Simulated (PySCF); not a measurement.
Isomers C₆H₉N₃O:

A. `COc1cnn(C2CC2)n1`
B. `CC(=O)c1nn(C)nc1C`
C. `CC(C)n1nncc1C=O`

Spectrum 1. ¹H NMR (300 MHz, computed): δ 10.34 (s, 1H), 8.17 (s, 1H), 5.67 (sept, 1H), 1.65 (d, 6H). ¹³C{¹H} NMR (computed): δ 184.0 (CH), 147.2 (CH), 139.7 (C), 52.9 (CH), 25.1 (CH3).

Spectrum 2. ¹H NMR (300 MHz, computed): δ 7.05 (s, 1H), 4.09 (s, 3H), 3.85 (m, 1H), 1.36 (m, 2H), 0.90 (m, 2H). ¹³C{¹H} NMR (computed): δ 168.0 (C), 123.0 (CH), 57.8 (CH3), 35.6 (CH), 9.8 (CH2).

Spectrum 3. ¹H NMR (300 MHz, computed): δ 4.20 (s, 3H), 2.74 (s, 3H), 2.65 (s, 3H). ¹³C{¹H} NMR (computed): δ 197.8 (C), 155.0 (C), 147.6 (C), 41.7 (CH3), 30.6 (CH3), 15.1 (CH3).

One computed conformer, no relativistic terms, no solvent model, one averaged value for each set of equivalent atoms. σ from GIAO-PBE0/pcSseg-1; geometry from GFN2-xTB; PySCF 2.14.

Referencing at the same level of theory: ¹H (31.72 ppm), ¹³C (186.93 ppm) against TMS. Where no couplings were computed, multiplicities follow the n + 1 count of equivalent neighbours, and m marks all less simple cases (inequivalent or close neighbours, rings, F or P nearby). Shifts are as computed. Against solution values, carbons near 30 ppm lie about +3 ppm off and those near 130 ppm about +5 ppm. Of 1211 compounds with measured shifts, 218 miss one by over three times the rms of a fit or turn the order of signals round; such compounds aren't used in these exercises.

Task: Match each spectrum to its structure.

Result: 1–C, 2–A, 3–B.

- Spectrum 1 (C): 5 ¹³C signals; δC 184.0 is an aldehyde carbonyl carbon; δC 147.2 is an aromatic CH next to a ring nitrogen.
- Spectrum 2 (A): 5 ¹³C signals; δC 168.0 is an aromatic carbon bearing oxygen; δC 57.8 is a methyl carbon bonded to O.
- Spectrum 3 (B): 6 ¹³C signals; δC 197.8 is a ketone carbonyl carbon; δC 41.7 is a methyl carbon bonded to N.
